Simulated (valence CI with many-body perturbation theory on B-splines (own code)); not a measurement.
# Ta40+ in brief

Computed by valence CI with perturbative core correlation (CI+MBPT): five valence electrons over a frozen Dirac-Fock core [Ar] 3d10, a basis of 9 s, 9 p, 8 d, 6 f, 3 g, 1 h functions for each j, with the one-electron correlation potential Σ1, the two-electron term Σ2, the three-electron term Σ3, Breit, model QED; selected CI, second order for the rest, scaled by the run's own slope (own B-spline code, finite nucleus).

The last digits are not significant, and no measured levels were compared; by estimate large intervals hold to a few tenths of a per cent, small ones and those within an open d or f shell to about a per cent. Among the levels kept, up to 760 cm⁻¹ of a level comes from second order outside the variational space, and about a tenth of that is noise between levels of different J, which matters for small intervals.

Levels are named by their leading jj configuration (3d3/2^4 stands for four electrons in 3d with j = 3/2), which in mixed levels can hold well under half, so a name can repeat and another be missing.

Rates and lifetimes use the calculated energies. Strong lines usually hold to 10 to 20 %, long lifetimes can be off by a factor of two.

What is the ground level?

(4s^2 4p1/2^2 4p3/2) J=3/2, composition 46 % 4s2 4p3 2P° + 27 % 4s2 4p3 4S° + 26 % 4s2 4p3 2D°, g = 1.367.

Where does the other parity begin?

At (4s^2 4p1/2^2 4d3/2) J=3/2, 1211400 cm⁻¹.

Among levels below 2737300 cm⁻¹, which E1 lines absorb most strongly from the ground level?

to (4s^2 4p1/2 4p3/2 4d3/2) J=5/2 at 4.925 nm, f = 0.719; to (4s^2 4p1/2 4p3/2 4d3/2) J=3/2 at 4.902 nm, f = 0.636; to (4s 4p1/2^2 4p3/2^2) J=5/2 at 6.764 nm, f = 0.288.

What is the ionisation energy?

1912.1 eV; NIST lists 1910 ± 4 eV (theoretical).

What are the static dipole polarisabilities of the lowest levels?

(4s^2 4p1/2^2 4p3/2) J=3/2 0.0380 (tensor 0.0025) bohr³, of which the core gives 0.00225.

How well does LS coupling describe the low levels?

Among the lowest 20 levels the leading LS term, summed over configurations, holds 52 % on average. For single configurations the figures are 49 % in LS and 87 % in jj coupling. Terms mix most in the J = 5/2 level at 2030300 cm⁻¹, where the leading one holds 31 %.

Name the longest-lived excited levels whose lifetime is computed, and their main decay.

(4s^2 4p1/2 4p3/2 4d5/2) J=9/2 at 2072600 cm⁻¹ lives 8.27 μs, mostly by E2 to (4s^2 4p1/2^2 4d5/2) J=5/2; (4s^2 4p1/2 4p3/2^2) J=5/2 at 708350 cm⁻¹ lives 850 ns, mostly by M1 to (4s^2 4p1/2^2 4p3/2) J=3/2; (4s^2 4p1/2 4p3/2^2) J=1/2 at 762620 cm⁻¹ lives 260 ns, mostly by M1 to (4s^2 4p1/2^2 4p3/2) J=3/2.
